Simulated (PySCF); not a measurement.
Geometries of 2 isomers of C3H7GeNO, from PBE0-D3(BJ)/def2-SVP geometry optimisation, gas phase (PySCF). One conformer each, no zero-point energy, no frequencies.

Task: Which isomer lies lower at this level?
A.
```xyz
13
angstrom
N      3.755    0.318    0.604
C      2.698   -0.152    0.620
C      1.358   -0.718    0.625
C      0.331    0.183   -0.057
O     -0.899   -0.471   -0.002
Ge    -2.375    0.328   -0.626
H      1.043   -0.901    1.665
H      1.373   -1.696    0.118
H      0.654    0.377   -1.100
H      0.309    1.164    0.459
H     -2.193    0.591   -2.134
H     -2.568    1.655    0.135
H     -3.495   -0.675   -0.342
```
B.
```xyz
13
angstrom
Ge     0.043    0.068    0.633
H      0.052    0.039    2.172
C      1.832   -0.106   -0.102
H      2.459    0.739    0.221
H      1.790   -0.114   -1.201
H      2.298   -1.041    0.240
C     -0.913    1.612   -0.055
H     -1.953    1.605    0.300
H     -0.915    1.596   -1.155
H     -0.431    2.541    0.284
N     -0.903   -1.417    0.127
C     -1.409   -2.333   -0.450
O     -1.920   -3.240   -0.991
```

Result: B. That is `[H][Ge]([CH3])([CH3])[N]=C=O` (GeHMe2(NCO)), 44.9 kcal/mol below the other.

| SMILES | atoms numbered as above | E (Eh) | relative (kcal/mol) | relative (kJ/mol) | dipole (D) |
| --- | --- | --- | --- | --- | --- |
| [H][Ge]([CH3])([CH3])[N]=C=O | – | -2324.57418 | 0.0 | 0.0 | 3.74 |
| N#CCC[O][GeH3] | [N:1]#[C:2][CH2:3][CH2:4][O:5][GeH3:6] | -2324.50270 | 44.9 | 187.7 | 4.15 |
